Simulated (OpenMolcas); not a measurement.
Ne6+: effect of the active space

```json
{
 "Program": "OpenMolcas",
 "Method": "CASSCF or its RAS form",
 "Basis": "ANO-L-VQZP",
 "Scalar Hamiltonian": "non-relativistic, point nucleus",
 "Spin-orbit coupling": "state interaction with AMFI integrals over the reference wave functions, term energies averaged over their components"
}
```

A. 2 electrons in 8 orbitals (2s 2p 3s 3p); 2S+1 = 3 even, 3 roots (0 in the spin-orbit step); 2S+1 = 1 even, 1 root; 2S+1 = 3 odd, 3 roots; cost roughly 15 core-seconds
B. 2 electrons in 9 orbitals (RAS2 2s 2p; RAS3 3d, at most 2 electrons); 2S+1 = 3 even, 3 roots (0 in the spin-orbit step); 2S+1 = 1 even, 6 roots (1 in the spin-orbit step); 2S+1 = 3 odd, 3 roots; 2S+1 = 1 odd, 3 roots; cost about 18 core-seconds

Energies in cm⁻¹ above 2s² ¹S₀.

| Level | A | B |
| --- | --- | --- |
| 2s² ¹S₀ | 0.0 | 0.0 |
| 2s 2p ³P°₀ | 111602 | 109783 |
| 2s 2p ³P°₁ | 112081 | 110256 |
| 2s 2p ³P°₂ | 113038 | 111216 |

Between A and B the level of the table that moves most is 2s 2p ³P°₁, by 1800 cm-1 (lowest in B, highest in A).

Active for correlation alone: 3p 3s; no level in the range computed is led by a configuration that fills them, so any true level of that kind is missing (holds for A). Active for correlation alone: 3d; no level in the range computed is led by a configuration that fills it, so any true level of that kind is missing (holds for B). Levels of configurations outside the active space are missing. The table leaves out levels that lie high or whose names do not pair safely across all columns.

° marks odd parity.
